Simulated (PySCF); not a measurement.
C2H5BO2 (SMILES BOC(C)=O), singlet, geometry from GFN2-xTB. Base run: CAMB3LYP/6-31G, polarisability (PySCF).

Here is a job for PySCF.
```python
from pyscf import gto, scf, dft
from pyscf.prop import polarizability

mol = gto.Mole()
mol.atom = '''
    B    -1.41458584    1.31263708    0.50433055
    H    -1.02345525    1.56153874    1.58335403
    H    -2.38283412    1.78329397    0.04717857
    O    -0.79659534    0.41330148   -0.27754603
    C     0.40071868   -0.18119655   -0.03555849
    C     0.45065990   -1.56936860   -0.60898132
    O     1.29859656    0.37486991    0.52462842
    H     1.41733722   -2.02022565   -0.40683527
    H     0.28067055   -1.51789355   -1.68236505
    H    -0.34307027   -2.17187909   -0.17240537
'''
mol.basis = '6-31g'
mol.verbose = 4
mol.build()

mf = dft.RKS(mol)
mf.xc = 'camb3lyp'
mf.kernel()
alpha = mf.Polarizability().polarizability()[2, 2]
print('alpha_zz =', alpha)
```

Variants of this job, named by their change:

| change | alpha_zz (bohr³) | basis functions | core-seconds (rough) |
|---|---|---|---|
| base | 30.62 | 55 | 20 |
| functional = hf | 29.78 | 55 | 1.0 |
| basis = 6-31+G* | 36.69 | 100 | 60 |
| finite field (a.u.) = 0.02; conv_tol = 1e-11 | 30.65 | 55 | 40 |
| functional = lda,vwn | 31.92 | 55 | 10 |
| finite field (a.u.) = 2e-4; conv_tol = 1e-6 | 17.12 | 55 | 10 |
| functional = pbe | 31.63 | 55 | 20 |
| finite field (a.u.) = 0.05; conv_tol = 1e-11 | 30.76 | 55 | 50 |
| finite field (a.u.) = 0.005; conv_tol = 1e-11 | 30.63 | 55 | 30 |
| basis = 6-31G* | ___ | ___ | 50 |
| finite field (a.u.) = 2e-4; conv_tol = 1e-11 | 30.62 | 55 | 30 |
| finite field (a.u.) = 0.001; conv_tol = 1e-6 | 30.62 | 55 | 20 |

### Question
Fill in the missing entries.

### Answer

- basis = 6-31G*, alpha_zz (bohr³): 31.57
- basis = 6-31G*, basis functions: 80

Finite-field rows take the second difference of the energy in a field along z; a small field with loose convergence shows SCF noise divided by the square of the field, and a large one adds hyperpolarisability.
